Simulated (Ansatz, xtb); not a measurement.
Isomers of C4H3FN2 in order of energy

3 gas-phase structures of C4H3FN2, from a drawn sample of its isomers (lower ones may exist). Each was relaxed with GFN2-xTB:

A. `Fc1ccncn1`, a singlet
B. `Fc1cncnc1`, a singlet
C. `Fc1ncccn1`, a singlet

Task: Make a reasoned guess at their ranking by r2SCAN-D4/def2-SVP single-point energy.

Result: Calculated order at r2SCAN-D4/def2-SVP: C (0.0), A (1.8), B (11.4) kcal/mol.

Energies above the lowest of each column, in kcal/mol; the last columns are at PBE-D3(BJ)/def2-SVP geometries:

| structure | GFN2-xTB | HF/STO-3G | r2SCAN-D4/def2-SVP | PBE-D3(BJ)/def2-SVP | CCSD(T)/def2-SVP + ΔMP2/def2-TZVPP |
| --- | --- | --- | --- | --- | --- |
| C | 0.0 | 0.0 | 0.0 | 0.0 | 0.0 |
| A | 1.4 | 1.3 | 1.8 | 1.5 | 1.0 |
| B | 5.8 | 6.4 | 11.4 | 10.1 | 9.8 |

Every level run on C puts it lowest or level with the lowest. ΔMP2 is the change of the MP2 energy from the smaller to the larger basis.

Programs: Ansatz 0.2.0, xtb 6.7.1.
